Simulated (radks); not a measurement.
Valence configurations of As (all share [Ar]). Method: scalar-relativistic Kohn-Sham, PBEsol, spin-unpolarised, spherical densities, point nucleus; computed with a radial shooting solver on a logarithmic mesh with Libxc functionals. Energies are relative to 3d10 4s2 4p3; eigenvalues in eV.

| valence | E (eV) | e(3d) | e(4p) | e(4s) |
|---|---|---|---|---|
| 3d10 4s2 4p3 | 0.000 | -40.643 | -5.197 | -14.503 |
| 3d10 4s1 4p4 | 9.425 | -42.294 | -5.840 | -15.381 |
| 3d10 4s0.5 4p4.5 | 14.222 | -43.084 | -6.142 | -15.792 |
| 3d9 4s1 4p5 | 50.487 | -52.842 | -7.055 | -17.544 |
| 3d9 4s1.5 4p4.5 | 45.267 | -52.090 | -6.763 | -17.157 |
| 3d8 4s2 4p5 | 89.879 | -62.539 | -7.717 | -18.920 |
| 3d10 4p5 | 19.073 | -43.855 | -6.433 | - |
| 3d9 4s2 4p4 | 40.095 | -51.320 | -6.462 | -16.755 |
| 3d9.5 4s2 4p3.5 | 18.871 | -45.912 | -5.831 | -15.642 |
| 3d9 4p6 | 61.069 | -54.295 | -7.610 | - |

NIST lists [Ar] 3d10 4s2 4p3 as the ground configuration; this level of theory agrees among the configurations tried. The energies are those of spherical spin-averaged densities, not of single terms.
